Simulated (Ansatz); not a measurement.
Geometry optimisation, RKS BLYP/def2-SVP (Ansatz 0.2.0).

The input (input.yaml):

```yaml
crystal:
  periodic: [false, false, false]
  atoms:
    - { symbol: In, position_ang: [-0.128529, -0.402728, -0.199632] }
    - { symbol: Cl, position_ang: [-0.043265, -0.518834, 2.22854] }
    - { symbol: O, position_ang: [1.575811, -0.547033, -1.284703] }
    - { symbol: H, position_ang: [2.317208, -0.690024, -0.658346] }
    - { symbol: Cl, position_ang: [-2.234562, -0.560203, -1.272076] }
    - { symbol: "N", position_ang: [-0.261083, 2.649485, 1.071765] }
    - { symbol: H, position_ang: [-1.137395, 3.184182, 1.120931] }
    - { symbol: H, position_ang: [0.514229, 3.322078, 1.140684] }
    - { symbol: H, position_ang: [-0.221314, 2.030976, 1.913237] }
basis:
  gaussian: { orbitals: def2-SVP }
hamiltonian:
  xc: blyp
relax:
  f_tol: 0.03
  max_steps: 50
```

Command:

```bash
$ ansatz run input.yaml --threads 4 --pin off --max-ram 5120MiB --backend cpu --events-out ev --progress --plain --runs-dir out
```

Where does it end, and by what steps?

The run converged. The force dipped under the threshold on the way, but the program's further checks kept it going. After 18 steps the energy has fallen by 0.720 eV; O3 moved furthest, 1.11 Å. Joined: In1–N6 (3.31 → 2.35 Å).

```csv
step,energy less start (eV),largest force component (eV/Å),accepted
0,0.0000,0.839,yes
1,-0.2146,0.559,yes
2,-0.4543,0.400,yes
3,-0.5583,0.612,yes
4,-0.6235,0.844,yes
5,-0.6568,0.618,yes
6,-0.6737,0.702,yes
7,-0.6989,0.132,yes
8,-0.7039,0.129,yes
9,-0.6812,1.356,no
10,-0.7096,0.077,yes
11,-0.7151,0.064,yes
12,-0.6718,1.651,no
13,-0.7180,0.030,yes
14,-0.7176,0.358,no
15,-0.7189,0.031,yes
16,-0.7195,0.077,yes
17,-0.7197,0.163,yes
18,-0.7202,0.004,yes
```

```xyz
9
Properties=species:S:1:pos:R:3
In -0.146 -0.040 0.301
Cl -0.169 -1.101 2.456
O 1.639 0.337 -0.621
H 2.009 -0.477 -1.018
Cl -2.154 -0.185 -1.010
N -0.210 2.221 0.926
H -1.023 2.716 0.533
H 0.649 2.648 0.546
H -0.213 2.349 1.948
```

Whether the end is a true minimum wasn't checked by a vibrational analysis.

Run time: 29 s on 4 threads of Arm Neoverse V1, with other jobs on the host, peak memory 0.17 GiB.
